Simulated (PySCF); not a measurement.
# Magnetisability: `C#CB1NC[C@@H](C=C)N1`, C6H9BN2

Molfile (atoms numbered from 1):
```
C6H9BN2
     RDKit          3D

 18 18  0  0  0  0  0  0  0  0999 V2000
   -4.0321   -0.2052   -1.4814 C   0  0  0  0  0  0  0  0  0  0  0  0
   -2.9307   -0.1716   -1.0015 C   0  0  0  0  0  0  0  0  0  0  0  0
   -1.5370   -0.1273   -0.4020 B   0  0  0  0  0  0  0  0  0  0  0  0
   -1.0322   -0.9641    0.6086 N   0  0  0  0  0  0  0  0  0  0  0  0
    0.3312   -0.6354    0.9545 C   0  0  0  0  0  0  0  0  0  0  0  0
    0.7205    0.5059   -0.0236 C   0  0  1  0  0  0  0  0  0  0  0  0
    1.8237    0.0777   -0.9508 C   0  0  0  0  0  0  0  0  0  0  0  0
    3.0230    0.6264   -0.9903 C   0  0  0  0  0  0  0  0  0  0  0  0
   -0.5067    0.7646   -0.7517 N   0  0  0  0  0  0  0  0  0  0  0  0
   -4.9960   -0.2356   -1.9015 H   0  0  0  0  0  0  0  0  0  0  0  0
   -1.4805   -1.6994    1.1239 H   0  0  0  0  0  0  0  0  0  0  0  0
    0.9976   -1.4999    0.8285 H   0  0  0  0  0  0  0  0  0  0  0  0
    0.4107   -0.3008    1.9976 H   0  0  0  0  0  0  0  0  0  0  0  0
    1.0419    1.4009    0.5295 H   0  0  0  0  0  0  0  0  0  0  0  0
    1.5585   -0.7342   -1.6154 H   0  0  0  0  0  0  0  0  0  0  0  0
    3.2950    1.4392   -0.3360 H   0  0  0  0  0  0  0  0  0  0  0  0
    3.7859    0.2885   -1.6711 H   0  0  0  0  0  0  0  0  0  0  0  0
   -0.4816    1.4767   -1.4586 H   0  0  0  0  0  0  0  0  0  0  0  0
  1  2  3  0
  2  3  1  0
  3  4  1  0
  4  5  1  0
  5  6  1  0
  6  7  1  0
  7  8  2  0
  6  9  1  0
  9  3  1  0
  1 10  1  0
  4 11  1  0
  5 12  1  0
  5 13  1  0
  6 14  1  1
  7 15  1  0
  8 16  1  0
  8 17  1  0
  9 18  1  0
M  END
```

Method: PySCF 2.14.0, GIAO B3LYP/pcSseg-1 magnetisability, rotational g tensor and spin-rotation constants, non-relativistic, gas phase. Geometry: GFN2-xTB.

(1) What are the magnetisability and the molar susceptibility?

(2) Split it along the inertial axes a, b, c into diamagnetic and paramagnetic parts about the centre of mass, with the quadrupole moment.

(3) And the rotational g tensor?

Results:

(1) Isotropic -1294 × 10⁻³⁰ J/T², or -78.0 × 10⁻⁶ cm³/mol; principal values -1409, -1263, -1211 × 10⁻³⁰ J/T², anisotropy 177 × 10⁻³⁰ J/T² (root of half the summed squared differences of the principal values). The susceptibility is in cgs units.

(2) 
```tsv
axis	χ (10⁻⁶ cm³/mol)	diamagnetic (10⁻⁶ cm³/mol)	paramagnetic (10⁻⁶ cm³/mol)	summed x² of all electrons (Å²)	quadrupole Θ (D Å)
a	-82.8	-406.4	323.5	315.4	+2.32
b	-78.0	-1445.1	1367.2	70.5	+2.02
c	-73.1	-1637.4	1564.3	25.2	-4.34
```
Anisotropies 2χaa − χbb − χcc = -14.6 and 2χbb − χaa − χcc = 0.0 × 10⁻⁶ cm³/mol. Θ is traceless in Buckingham's convention.

(3) 
| axis | rotational constant (GHz) | g | nuclear part | electronic part |
| --- | --- | --- | --- | --- |
| a | 4.1998 | -0.0190 | 0.6193 | -0.6383 |
| b | 0.8893 | -0.0060 | 0.5652 | -0.5712 |
| c | 0.7782 | -0.0057 | 0.5662 | -0.5719 |

Asymmetric top; isotopes 11B, 12C, 1H, 14N; no vibrational averaging.
